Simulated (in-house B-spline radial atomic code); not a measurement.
Settings and results of a run for V III (V2+). Method: non-relativistic r2SCAN, spin-polarised, spherical fractional occupations, point nucleus, inside a hard spherical wall at 5.03 bohr. Calculated with a radial B-spline atomic code at the basis-set limit.

Command:
```bash
python run_scf.py task.json out
```
Settings:
```
Z                23
configuration    [Ar] 3d3
hamiltonian      nr
method           r2scan
spin_polarised   True
wall_radius      5.03
```

Output (hartree, bohr):
```
 radial grid: 42 intervals, B-splines of order 8, outer radius 5.03 bohr

 iter        energy (Eh)    residual
    1        -943.040105    4.79e-02
    2        -943.043495    1.40e-03
    3        -943.043497    7.36e-04
    4        -943.043498    3.81e-04
    5        -943.043498    1.91e-05
    6        -943.043498    1.43e-06
    7        -943.043498    3.14e-07
    8        -943.043498    1.38e-07

 total energy                      -943.04350
 kinetic                             942.2853
 electron-nucleus                  -2223.0957
 Hartree                             382.5599
 exchange-correlation                -44.7931

 orbital      occ     eigenvalue          <r>       <r^2>       <1/r>     <1/r^3>       r_max
 1s up      1.000      -197.0720    0.0670595  0.00603534     22.5209           -     0.04411
 1s down    1.000      -197.0733    0.0670597  0.00603537     22.5208           -     0.04411
 2s up      1.000       -22.7564     0.310423    0.113873     4.74993           -      0.2578
 2s down    1.000       -22.7055     0.309887    0.113443     4.75804           -      0.2576
 2p up      3.000       -19.2356      0.27511   0.0932037     4.67589     301.982      0.2093
 2p down    3.000       -19.1971     0.274514   0.0927507     4.68341     302.999      0.2091
 3s up      1.000        -3.2821     0.956378     1.05371     1.46571           -      0.8261
 3s down    1.000        -3.1406     0.959166     1.06037     1.45973           -       0.827
 3p up      3.000        -2.3129      1.01792     1.21692     1.34232     35.1225      0.8489
 3p down    3.000        -2.1706      1.02107     1.22512     1.33696     34.7305      0.8505
 3d up      3.000        -0.8207      1.27879     2.05715     1.02182     2.80992      0.8867
```

Time taken, with all properties: 0.08 s on 1 thread of Arm Neoverse V2 (shared host).
